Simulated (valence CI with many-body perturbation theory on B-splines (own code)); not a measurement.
## Cs⁴²⁺: one-electron terms

Method: configuration interaction combined with many-body perturbation theory (CI+MBPT): three valence electrons over a frozen Dirac-Fock core [Ne], a basis of 11 s, 11 p, 9 d, 7 f, 5 g, 2 h, 1 i functions for each j, with the one-electron correlation potential Σ1, the two-electron term Σ2, the three-electron term Σ3, Breit, model QED; selected CI, second order for the rest (own B-spline code, finite nucleus).

The last digits are not significant, and no measured levels were compared; by estimate large intervals hold to a few tenths of a per cent, small ones and those within an open d or f shell to about a per cent.

These are the spectroscopic orbitals of the CI (the correlating ones are not listed), shaped by the core and the other valence electrons. h is the expectation value of the core's Dirac-Fock operator, without the valence repulsion; Σ1 is computed up to l = 3 at one energy for each symmetry, that of its lowest orbital but kept below the first core excitation, so for empty shells it is not the orbital's own correlation shift; Breit and QED include the response of the core.

```csv
Orbital,h (hartree),Σ1 (cm⁻¹),Breit (cm⁻¹),QED (cm⁻¹),⟨r⟩ (bohr)
3s1/2,-128.17,-6707,16317,12684,0.2670
4s1/2,-69.711,-2260,6372,5101,0.4928
5s1/2,-43.738,-1034,3052,2492,0.7907
6s1/2,-29.978,-565,1711,1405,1.157
3p1/2,-124.38,-8582,27268,-66.3,0.2531
4p1/2,-68.132,-2827,10664,-16.2,0.4838
5p1/2,-42.946,-1304,5213,-5.9,0.7847
6p1/2,-29.526,-715,2942,-2.7,1.155
3p3/2,-120.89,-7851,16283,1195,0.2614
4p3/2,-66.714,-2650,6309,484,0.4948
5p3/2,-42.233,-1235,3253,242,0.7985
6p3/2,-29.119,-681,1837,138,1.171
3d3/2,-116.09,-9531,12518,-442,0.2257
4d3/2,-64.889,-2659,4513,-152,0.4645
5d3/2,-41.339,-1185,2149,-71.6,0.7726
3d5/2,-115.29,-8880,5957,25.8,0.2282
4d5/2,-64.543,-2470,2129,38.9,0.4676
5d5/2,-41.161,-1101,1033,24.6,0.7764
4f5/2,-63.567,-2331,437,-63.0,0.4091
5f5/2,-40.677,-1131,299,-34.3,0.7208
4f7/2,-63.423,-2260,108,20.6,0.4106
5f7/2,-40.603,-1093,73.4,8.4,0.7225
5g7/2,-40.52,,9.9,-14.0,0.6354
5g9/2,-40.477,,1.3,10.3,0.6365
```

Among the shells of the start configuration 3s2 3p1, Σ1 is largest in size for 3p1/2, where it is 0.031 % of h.

Lowest root of each symmetry, sizes in configuration state functions:

| J | Parity | Roots | Reference | Variational | Second order | Change by selected CI (cm⁻¹) | Change by second order (cm⁻¹) |
| --- | --- | --- | --- | --- | --- | --- | --- |
| 1/2 | even | 9 | 58 | 7098 | 4679 | -3599 | 0 |
| 3/2 | even | 13 | 92 | 12141 | 8726 | -2002 | 0 |
| 5/2 | even | 12 | 94 | 13955 | 11776 | -3139 | -1 |
| 7/2 | even | 6 | 67 | 12377 | 13667 | -4936 | -1 |
| 9/2 | even | 4 | 41 | 9310 | 13682 | -5517 | -3 |
| 1/2 | odd | 7 | 55 | 6616 | 6737 | -3886 | 0 |
| 3/2 | odd | 12 | 89 | 11541 | 9350 | -3725 | 0 |
| 5/2 | odd | 9 | 86 | 12567 | 13131 | -3971 | -1 |
| 7/2 | odd | 5 | 63 | 11300 | 14786 | -4409 | -2 |
| 9/2 | odd | 2 | 33 | 8487 | 14470 | -2763 | -3 |
